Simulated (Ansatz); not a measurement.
Calculated with Ansatz (gas phase, PBE0-D4/def2-TZVP geometries, no zero-point term in ΔE). CCSD(T)/CBS is the MP2 limit (def2-TZVPP, def2-QZVPP) plus CCSD(T) − MP2 in def2-TZVPP, frozen cores. This one scheme is used for every species. Functionals use def2-TZVPP. HSE06 is defined as in plane-wave codes. For Mg outer-core shells are correlated without core-valence functions, which leaves a few kJ/mol of doubt a bond. One conformer a species, not always the lowest.

Reaction (redistribution): `N[Si](F)(F)Cl` + `[NH2][Mg][Cl]` → `N[Si](N)(F)Cl` + `[F][Mg][Cl]`

(1) Is it downhill or uphill in electronic energy at CCSD(T)/CBS, and by how much? (Best estimate.)

(2) What do these levels give: LDA (SPW92), revPBE-D4, HSE06-D4, B2PLYP, PBE, CCSD/CBS(def2)? (Estimate.)

Largest T1 diagnostic among the species: 0.010.

Results:

(1) Ansatz gave: Downhill: ΔE = -45.3 kJ/mol.

(2) Ansatz gave: LDA (SPW92) -46.0, revPBE-D4 -54.3, HSE06-D4 -48.7, B2PLYP -44.0, PBE -47.0, CCSD/CBS(def2) -45.1 kJ/mol.

Leaving LDA and LC-ωPBE aside and taking each functional with its dispersion term where it has one, the values, not all of them listed here, spread over 10.5 kJ/mol, from revPBE-D4 to B97M-V. At CCSD(T), def2-SVP lies −16.8 kJ/mol from the extrapolated value and def2-TZVPP +4.5 kJ/mol.
